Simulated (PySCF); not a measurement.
PySCF 2.14 output of an unrestricted r2SCAN calculation on a single atom or ion in aug-cc-pVDZ-DK (3s2p, 9 functions), with the spin-free X2C one-electron Hamiltonian (Gaussian nucleus):

```
SCF conv_tol = 1e-09
number electrons alpha = 1  beta = 1
    J. W. Furness, A. D. Kaplan, J. Ning, J. P. Perdew, and J. Sun.,  J. Phys. Chem. Lett. 11, 8208-8215 (2020)
    J. W. Furness, A. D. Kaplan, J. Ning, J. P. Perdew, and J. Sun.,  J. Phys. Chem. Lett. 11, 9248-9248 (2020)
    J. W. Furness, A. D. Kaplan, J. Ning, J. P. Perdew, and J. Sun.,  J. Phys. Chem. Lett. 11, 8208-8215 (2020)
    J. W. Furness, A. D. Kaplan, J. Ning, J. P. Perdew, and J. Sun.,  J. Phys. Chem. Lett. 11, 9248-9248 (2020)
cycle= 1 E= -0.524878854407223  delta_E= -0.000921  |g|= 0.00181  |ddm|= 0.167
cycle= 2 E= -0.524882745959906  delta_E= -3.89e-06  |g|= 0.00191  |ddm|= 0.0209
cycle= 3 E= -0.524888862014857  delta_E= -6.12e-06  |g|= 0.000202  |ddm|= 0.00733
cycle= 4 E= -0.524888983517558  delta_E= -1.22e-07  |g|= 3.05e-07  |ddm|= 0.00129
cycle= 5 E= -0.524888983517723  delta_E= -1.65e-13  |g|= 1.49e-10  |ddm|= 1.05e-06
converged SCF energy = -0.524888983517723  <S^2> = -1.7763568e-15  2S+1 = 1
```

The run itself started from symmetry-adapted Hartree-Fock orbitals and held the occupation by maximum overlap, on a logarithmic radial grid, so the iterations belong to that start.

Problem. Which element, charge and spin multiplicity is this?

Solution. H⁻ (hydrogen, charge -1), multiplicity 1; the state was 1s2, closed-shell 1S.

At r2SCAN the highest occupied level has a positive energy, so only the finite basis holds that electron; in a semilocal or global hybrid functional this comes from self-interaction and does not mean that the real anion is unbound.
